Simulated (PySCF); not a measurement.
BClH₃NO, SMILES ClB(N)O. Geometry optimised at B3LYP-D3(BJ)/def2-SVP. Other conformers were not sampled.

These are B3LYP-D3(BJ)/def2-SVP run with PySCF values and carry that method's errors.

Harmonic wavenumbers (cm⁻¹): 322, 374, 387, 427, 547, 584, 620, 902, 998, 1251, 1455, 1598, 3613, 3725, 3883. Rotational constants (GHz): 9.518, 4.578, 3.091; symmetry number 1.

Problem. Work out the zero-point energy and the ideal-gas rigid-rotor harmonic-oscillator thermochemistry at 298.15 K and 1 atm.

Solution. ZPE = ½ Σ hcν = ½ × 20687 cm⁻¹ = 29.57 kcal/mol. H − E(el) = 33.17 kcal/mol. Entropy in cal/(mol K): translation 39.03, rotation 25.28, vibration 5.97, total 70.28. G − E(el) = 12.22 kcal/mol. Cp = 18.41 cal/(mol K).
